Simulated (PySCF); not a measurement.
Delta-SCF ions had no search for a lower state. 

Cartesian coordinates (Å):
SMILES: C=C[C@@H]1C[C@@H]2CC[C@H]1C2
```xyz
23

C      3.1207     0.6771     0.5233
C      1.9272     0.5393    -0.0564
C      0.8188    -0.3244     0.4505
C      0.2330    -1.3065    -0.6108
C     -1.2786    -1.0486    -0.5470
C     -1.5633     0.3118    -1.2030
C     -1.0043     1.3240    -0.1691
C     -0.4490     0.4201     0.9404
C     -1.4731    -0.7206     0.9391
H      3.8922     1.3260     0.1004
H      3.3713     0.1418     1.4454
H      1.7296     1.0893    -0.9858
H      1.2080    -0.9021     1.3051
H      0.4782    -2.3482    -0.3541
H      0.6398    -1.1207    -1.6176
H     -1.8873    -1.8718    -0.9485
H     -2.6439     0.4547    -1.3581
H     -1.0827     0.3967    -2.1901
H     -0.2461     2.0013    -0.5873
H     -1.8055     1.9618     0.2347
H     -0.2896     0.9378     1.8971
H     -1.2011    -1.5516     1.6091
H     -2.4945    -0.3871     1.1828
```
Charge 0, spin multiplicity 1.

### Question
What is the computed vertical ionisation energy (Delta-SCF), LUMO and S1 oscillator strength (PySCF with TPSSh-D3(BJ)/def2-TZVP // PBE0-D3(BJ)/def2-SVP)?

### Answer

vertical ionisation energy (Delta-SCF): 8.82 eV
LUMO: -0.05 eV
S1 oscillator strength: 0.013
